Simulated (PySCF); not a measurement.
All of these have the formula C4H3F5O. Level of theory: TDDFT PBE0/def2-SVPD, vertical, gas phase, core orbitals frozen in the response (PySCF 2.14.0, density-fitted response routines). Geometries: GFN2-xTB; one conformer of each isolated species. Triplets are in the Tamm–Dancoff approximation.

A. `FCO/C(F)=C/C(F)(F)F`
B. `FC(F)(F)[C@H]1OCC1(F)F`
C. `FCC(F)(F)[C@@]1(F)O[C@H]1F`
D. `O1[C@@H]([C@]1(C(F)(F)CF)F)F`

Lowest singlet levels (six at most, fewer where fewer were computed) with oscillator strengths:

1. 182 nm (f 0.025); 174 nm (f 0.542); 162 nm (f 0.000); 152 nm (f 0.002); 150 nm (f 0.000); 145 nm (f 0.010); T1 4.40 eV
2. 145 nm (f 0.019); 143 nm (f 0.009); 136 nm (f 0.005); 134 nm (f 0.046); 132 nm (f 0.019); 129 nm (f 0.012); T1 7.91 eV
3. 168 nm (f 0.002); 151 nm (f 0.021); 144 nm (f 0.004); 143 nm (f 0.011); 136 nm (f 0.012); 133 nm (f 0.039); T1 6.84 eV
4. 143 nm (f 0.042); 139 nm (f 0.008); 138 nm (f 0.029); 135 nm (f 0.012); 130 nm (f 0.008); 130 nm (f 0.010); T1 7.93 eV

Question: Match each spectrum to its molecule.

Answer: 1 = A, 2 = D, 3 = B, 4 = C.
- A: S1 at 6.82 eV, HOMO→LUMO+1 (94%); Löwdin shares by element: HOMO carbon 57% or more, oxygen 20%, fluorine 6% or more (atoms not listed hold the other 18%); LUMO carbon 58% or more, oxygen 11%, fluorine 9% or more (atoms not listed hold the other 22%); HOMO -7.90 and LUMO -0.40 eV; point group Cs, 2 of its 6 listed states under f = 0.0005.
- B: S1 at 7.38 eV, HOMO→LUMO (97%); Löwdin shares by element: HOMO oxygen 60%, carbon 17% or more, hydrogen 5% or more (atoms not listed hold the other 18%); LUMO carbon 36% or more, oxygen 22% (atoms not listed hold the other 42%); HOMO -8.86 and LUMO 0.20 eV.
- C: S1 at 8.68 eV, HOMO→LUMO (71%), HOMO→LUMO+2 (12%), HOMO→LUMO+1 (9%); Löwdin shares by element: HOMO carbon 40% or more, oxygen 19%, fluorine 16% or more (atoms not listed hold the other 24%); LUMO carbon 26% or more, fluorine 23% or more (atoms not listed hold the other 50%); HOMO -9.47 and LUMO 0.46 eV.
- D: S1 at 8.58 eV, HOMO→LUMO (65%), HOMO→LUMO+1 (28%); Löwdin shares by element: HOMO carbon 36% or more, oxygen 24%, fluorine 14% or more (atoms not listed hold the other 26%); LUMO carbon 30% or more, fluorine 16% or more, hydrogen 10% or more (atoms not listed hold the other 44%); HOMO -9.35 and LUMO 0.43 eV.
C and D have S1 within 0.11 eV of each other; their strongest listed levels stand at 8.68 eV (f 0.042) and 9.27 eV (f 0.046).

Without π bonds the low states are Rydberg-like; a valence basis with one diffuse set may place them up to an eV too high.
